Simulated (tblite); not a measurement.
Compound: C3H6AlFSe.
Numbering: `[CH3:1][Se:2]/[CH:3]=[CH:4]/[AlH:5][F:6]` (hydrogens: H7, H8, H9 on C1; H10 on C3; H11 on C4; H12 on Al5)

Computed with GFN2-xTB (tblite), gas phase: L-BFGS steps from a force-field or distance-geometry start until the largest atomic force falls under 0.01 eV/Å.

At the end of the run (lengths in Å): Al5–F6 1.647, C1–Se2 1.952, Al5–H12 1.528, Se2–C3 1.892, C1–H7 1.088, C4–Al5 1.963, C1–H8 1.087, C3–C4–Al5 112.4°, Se2–C3–C4 128.7°, C4–Al5–F6 127.1°, C1–Se2–C3 100.2°, C1–Se2–C3–C4 0°, Se2–C3–C4–Al5 180°, C3–C4–Al5–F6 180°, H12–Al5–C4–C3 0°, H11–C4–Al5–F6 0°.

Question: These geometries were met on the way; a selection of coordinates is given. Order them by energy above the end point, lowest first.
A. Al5–F6 1.585, C1–Se2 2.008, Al5–H12 1.571, Se2–C3 1.946, C1–H7 1.056, C4–Al5 1.988, C1–H8 1.090, C3–C4–Al5 126.2°, Se2–C3–C4 121.9°, C4–Al5–F6 119.6°, C1–Se2–C3 103.6°, C1–Se2–C3–C4 54°, Se2–C3–C4–Al5 -178°, C3–C4–Al5–F6 85°, H12–Al5–C4–C3 -115°, H11–C4–Al5–F6 -92°
B. Al5–F6 1.824, C1–Se2 1.948, Al5–H12 1.583, Se2–C3 1.935, C1–H7 1.123, C4–Al5 1.983, C1–H8 1.106, C3–C4–Al5 120.8°, Se2–C3–C4 116.1°, C4–Al5–F6 116.4°, C1–Se2–C3 108.5°, C1–Se2–C3–C4 54°, Se2–C3–C4–Al5 180°, C3–C4–Al5–F6 93°, H12–Al5–C4–C3 -118°, H11–C4–Al5–F6 -89°
C. Al5–F6 1.642, C1–Se2 1.964, Al5–H12 1.520, Se2–C3 1.927, C1–H7 1.088, C4–Al5 1.956, C1–H8 1.086, C3–C4–Al5 131.4°, Se2–C3–C4 125.2°, C4–Al5–F6 120.5°, C1–Se2–C3 101.7°, C1–Se2–C3–C4 51°, Se2–C3–C4–Al5 -178°, C3–C4–Al5–F6 76°, H12–Al5–C4–C3 -106°, H11–C4–Al5–F6 -103°
D. Al5–F6 1.645, C1–Se2 1.944, Al5–H12 1.521, Se2–C3 1.903, C1–H7 1.086, C4–Al5 1.967, C1–H8 1.085, C3–C4–Al5 120.4°, Se2–C3–C4 129.0°, C4–Al5–F6 124.0°, C1–Se2–C3 99.6°, C1–Se2–C3–C4 -15°, Se2–C3–C4–Al5 179°, C3–C4–Al5–F6 137°, H12–Al5–C4–C3 -42°, H11–C4–Al5–F6 -39°
E. Al5–F6 1.645, C1–Se2 1.954, Al5–H12 1.508, Se2–C3 1.893, C1–H7 1.087, C4–Al5 1.964, C1–H8 1.085, C3–C4–Al5 119.8°, Se2–C3–C4 127.5°, C4–Al5–F6 117.8°, C1–Se2–C3 98.9°, C1–Se2–C3–C4 13°, Se2–C3–C4–Al5 -170°, C3–C4–Al5–F6 84°, H12–Al5–C4–C3 -93°, H11–C4–Al5–F6 -86°

Answer: D (0.131 eV), E (0.222 eV), C (0.361 eV), A (0.595 eV), B (1.043 eV).

| step | E above end (eV) | rms distance from the end, all atoms (Å) | largest force (eV/Å) | rms shift of all bonds from the end (Å) |
| --- | --- | --- | --- | --- |
| 78 | 0.131 | 0.467 | 0.414 | 0.007 |
| 39 | 0.222 | 0.705 | 0.185 | 0.006 |
| 7 | 0.361 | 0.801 | 0.281 | 0.012 |
| 2 | 0.595 | 0.812 | 2.629 | 0.036 |
| 0 | 1.043 | 0.827 | 2.665 | 0.059 |

Rows stand in the order of the answer.
